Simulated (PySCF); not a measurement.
Stepwise substitution at one centre (Sn NH2-OCH3). Isolated molecules, 0 K electronic values unless said otherwise. One relaxed conformer stands for each flexible species; it need not be the lowest. Strings in code marks are SMILES.

The LUMO from two functionals at the same geometries (PBE0-D4/def2-SVP), both in PySCF: PBE-D3(BJ)/def2-TZVP and B3LYP-D3(BJ)/def2-TZVP. B3LYP has the VWN-RPA correlation part, as in Gaussian. 

| species | PBE-D3(BJ)/def2-TZVP (eV) |
|---|---|
| 0 of 4 NH2 replaced by OCH3 | -1.30 |
| 1 of 4 NH2 replaced by OCH3 (`[NH2][Sn]([NH2])([NH2])[O]C`) | -1.57 |
| 3 of 4 NH2 replaced by OCH3 (`C[O][Sn]([NH2])([O]C)[O]C`) | -2.26 |
| 4 of 4 NH2 replaced by OCH3 | -2.65 |

Question: What does B3LYP-D3(BJ)/def2-TZVP give for each?

Answer: 
- 0 of 4 NH2 replaced by OCH3: -0.75
- 1 of 4 NH2 replaced by OCH3 (`[NH2][Sn]([NH2])([NH2])[O]C`): -0.98
- 3 of 4 NH2 replaced by OCH3 (`C[O][Sn]([NH2])([O]C)[O]C`): -1.60
- 4 of 4 NH2 replaced by OCH3: -1.97
Over these rows, drawn at random from the members with no instability flagged (it was tested for open shells, ions and some series alone), PBE minus B3LYP-D3(BJ): mean -0.62 eV, from -0.68 eV to -0.55 eV.
